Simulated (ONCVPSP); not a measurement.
Logarithmic derivatives: silicon (Si), ONCV

- Element: silicon (Si)
- Generator: ONCVPSP 4.0.1
- Type: optimised norm-conserving Vanderbilt (ONCV)
- Functional: LDA (Perdew-Wang 92)
- Relativity: non-relativistic
- Frozen core: [Ne]
- Valence charge: 4
- Reference configuration: 3s2 3p1.5 (charge +0.5)
- Partial waves: 3s: rc 1.55 bohr, ncon 3, nbas 6, qcut 3.7 1/bohr, 2 projectors, debl 3.2 Ha; 3p: rc 1.65 bohr, ncon 3, nbas 7, qcut 5.4 1/bohr, 1 projector
- Local potential: polynomial inside 1.40 bohr (lpopt 5, dvloc0 0 Ha)
- Core correction: Teter function, fcfact 4.75, rcfact 1.3

The phase is arctan(r·R′/R) of the radial function R(r), unwrapped; energies in Ha, scanned from -2 to 5 Ha. A pole is an energy at which the radial function vanishes at the test radius. The pseudo phase is shifted by a multiple of π to meet the all-electron one at the reference energy, and phase errors are pseudo minus all-electron; the curves can meet again beyond the range given. Levels narrower than the energy grid can be missing from the lists of poles.

Problem. For each channel, where are the poles, and over which energies does the pseudopotential scatter like the atom?

Solution.

| channel | radius (bohr) | reference energy (Ha) | poles, all-electron | poles, pseudo | unbroken range about the reference energy with phases within 0.05 rad | phase error 1 Ha above the reference energy (rad) |
| --- | --- | --- | --- | --- | --- | --- |
| s | 1.58 | -0.54 | 2.85 | 2.85 | below 4.6 | -0.001 |
| p | 1.67 | -0.29 | 2.58 | 1.98 | below 1.5 | -0.024 |

Phases in the p channel:

| E (Ha) | all-electron | pseudo |
| --- | --- | --- |
| -1.98 | 1.063 | 1.037 |
| -1.80 | 1.015 | 0.990 |
| -1.62 | 0.956 | 0.932 |
| -1.44 | 0.882 | 0.859 |
| -1.26 | 0.788 | 0.766 |
| -1.08 | 0.664 | 0.646 |
| -0.90 | 0.503 | 0.487 |
| -0.72 | 0.292 | 0.283 |
| -0.54 | 0.035 | 0.031 |
| -0.36 | -0.246 | -0.247 |
| -0.18 | -0.512 | -0.513 |
| 0.00 | -0.735 | -0.739 |
| 0.18 | -0.908 | -0.917 |
| 0.36 | -1.040 | -1.054 |
| 0.54 | -1.141 | -1.160 |
| 0.72 | -1.220 | -1.244 |
| 0.90 | -1.283 | -1.312 |
| 1.08 | -1.335 | -1.369 |
| 1.26 | -1.378 | -1.417 |
| 1.44 | -1.414 | -1.460 |
| 1.62 | -1.446 | -1.499 |
| 1.80 | -1.474 | -1.536 |
| 1.98 | -1.500 | -1.571 |
| 2.16 | -1.522 | -1.607 |
| 2.34 | -1.544 | -1.646 |
| 2.52 | -1.564 | -1.688 |
| 2.70 | -1.584 | -1.738 |
| 2.88 | -1.603 | -1.799 |
| 3.06 | -1.621 | -1.881 |
| 3.24 | -1.640 | -2.001 |
| 3.42 | -1.660 | -2.196 |
| 3.60 | -1.680 | -2.542 |
| 3.78 | -1.702 | -3.106 |
| 3.96 | -1.725 | -3.669 |
| 4.14 | -1.752 | -4.013 |
| 4.32 | -1.781 | -4.205 |
| 4.50 | -1.816 | -4.322 |
| 4.68 | -1.858 | -4.399 |
| 4.86 | -1.909 | -4.454 |
